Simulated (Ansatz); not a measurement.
Program: Ansatz. Geometries: PBE0-D4/def2-TZVP. ΔE: electronic, gas phase. CCSD(T)/CBS is the MP2 limit (def2-TZVPP, def2-QZVPP) plus CCSD(T) − MP2 in def2-TZVPP, frozen cores. This one scheme is used for every species. DFT in def2-TZVPP. def2 core potentials past Kr. For I outer-core shells are correlated without core-valence functions, which leaves a few kJ/mol of doubt a bond.

Reaction (hydrogenolysis of the Si–F bond): `F[SiH](Cl)I` + H₂ → `Cl[SiH2]I` + H–F

Is it downhill or uphill in electronic energy at CCSD(T)/CBS, and by how much? (Best estimate.)

Ansatz gave: Uphill: ΔE = +116.6 kJ/mol.

What do these levels give: PBE0-D4, BHLYP-D4, PBE0, CCSD(T)/def2-SVP, HF/def2-TZVPP, MP2/def2-QZVPP? (An estimate is asked.)

The calculation gave: PBE0-D4 111.2, BHLYP-D4 120.8, PBE0 109.3, CCSD(T)/def2-SVP 102.8, HF/def2-TZVPP 113.2, MP2/def2-QZVPP 121.4 kJ/mol.

Largest T1 diagnostic among the species: 0.009.

Leaving LDA and LC-ωPBE aside and taking each functional with its dispersion term where it has one, the values, not all of them listed here, spread over 16.7 kJ/mol, from HSE06-D4 to B97M-V. LDA lies +3.7 kJ/mol from PBE without D4. The D4 term adds +3.7 kJ/mol with B3LYP and +1.9 kJ/mol with PBE0; it sums over pairs of atoms, weighted by their polarisabilities, and B3LYP, whose exchange is more repulsive, gets the larger term. From r2SCAN to r2SCAN0 (25 % exact exchange), in def2-TZVPP and without D4, ΔE moves by −5.9 kJ/mol.

B3LYP here is the variant with VWN-RPA as its local correlation; programs differ in this.
